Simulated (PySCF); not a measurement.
Correlation energy of Se (selenium, neutral)

[Ar] 3d10 4s1 4p5, high-spin 3P determinant (an excited configuration). Computed with PySCF 2.14 in def2-TZVPPD (7s6p5d1f, 57 functions), with no relativity, point nucleus. Frozen: [Ar] 3d10; 6 electrons correlated.

MP2 pair energies summed by pair of shells (mhartree):

```tsv
pair	energy	share (%)
4p-4p	-116.39	88.2
4s-4p	-15.60	11.8
```

Total MP2 correlation energy: -131.99 mhartree.

Same-spin part -25.60 and opposite-spin part -106.39 mhartree; SCS-MP2 scales them by 1/3 and 6/5 to -136.20 mhartree.
